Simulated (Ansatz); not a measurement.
Cost and result for the atomization energy of `FB(F)O[SiH3]` (8 atoms, 7 bonds).

```xyz
8

F    -0.896    0.454   -2.566
B    -0.275    0.571   -1.409
F     0.515    1.625   -1.239
O    -0.446   -0.348   -0.450
Si    0.154   -0.528    1.088
H    -0.248    0.633    1.918
H    -0.435   -1.775    1.621
H     1.632   -0.631    1.036
```

Charge 0, multiplicity 1. All single points use the PBE0-D4/def2-TZVP geometry. It is one conformer, not always the lowest. Program: Ansatz. All runs use 2 threads of a server CPU on a shared host. Times are those of one run each, without the atoms' runs, and a repeat can differ threefold. Electronic energies, without spin–orbit coupling; frozen cores. CCSD(T)/CBS adds CCSD(T) − MP2 in def2-TZVPP to the MP2 limit, and its time is that of the two runs behind it. T1 = 0.012. B3LYP takes the VWN-RPA correlation (the form of Gaussian; ORCA's B3LYP/G).

CCSD(T)/CBS is a level of theory with its own doubt, some kJ/mol a heavy atom from the limit and from the frozen cores, so smaller differences don't rank the functionals.

```csv
level,functions,wall time
LDA (SPW92)/def2-TZVPP,208,0.8 s
BLYP-D4/def2-TZVPP,208,1.3 s
PBE-D4/def2-TZVPP (with forces),208,1.6 s
PBE0-D4/def2-TZVPP,208,1.7 s
CCSD(T)/def2-SVP,89,2.7 s
r2SCANh-D4/def2-TZVPP,208,2.8 s
B3LYP-D4/def2-TZVPP (with forces),208,2.8 s
PBE-QIDH/def2-TZVPP,208,3.4 s
B97M-V/def2-TZVPP,208,4.2 s
ωB97M-V/def2-TZVPP (with forces),208,6.5 s
MP2/def2-QZVPP,388,12 s
CCSD(T)/def2-TZVPP,208,59 s
CCSD(T)/CBS(def2),–,71 s
```

Question: What atomization energy does each give, and how far from CCSD(T)/CBS? (Estimate.)

Answer: Ansatz gave: 
| level | atomization (kcal/mol) | difference from CCSD(T)/CBS | per bond |
| --- | --- | --- | --- |
| LDA (SPW92)/def2-TZVPP | 897.9 | 108.2 | 15.5 |
| BLYP-D4/def2-TZVPP | 786.3 | -3.4 | -0.5 |
| PBE-D4/def2-TZVPP (with forces) | 795.7 | 6.0 | 0.9 |
| PBE0-D4/def2-TZVPP | 780.4 | -9.3 | -1.3 |
| CCSD(T)/def2-SVP | 747.4 | -42.3 | -6.0 |
| r2SCANh-D4/def2-TZVPP | 785.4 | -4.3 | -0.6 |
| B3LYP-D4/def2-TZVPP (with forces) | 785.8 | -3.9 | -0.5 |
| PBE-QIDH/def2-TZVPP | 781.4 | -8.3 | -1.2 |
| B97M-V/def2-TZVPP | 791.0 | 1.3 | 0.2 |
| ωB97M-V/def2-TZVPP (with forces) | 791.0 | 1.3 | 0.2 |
| MP2/def2-QZVPP | 807.0 | 17.3 | 2.5 |
| CCSD(T)/def2-TZVPP | 769.8 | -19.9 | -2.8 |
| CCSD(T)/CBS(def2) | 789.7 | 0.0 | 0.0 |

At CCSD(T), def2-SVP lies −42.2 kcal/mol from the extrapolated value and def2-TZVPP −19.8 kcal/mol: correlation converges slowly with the basis, and small sets miss more of it in the bonded molecule than in its fragments. From BLYP to BHLYP (50 % exact exchange), in def2-TZVPP and without D4, the atomization energy moves by −19.0 kcal/mol: exact exchange takes away binding that semilocal exchange gives to molecules. The D4 term adds +5.2 kcal/mol with B3LYP and +2.7 kcal/mol with PBE0; it sums over pairs of atoms, weighted by their polarisabilities, and B3LYP, whose exchange is more repulsive, gets the larger term.
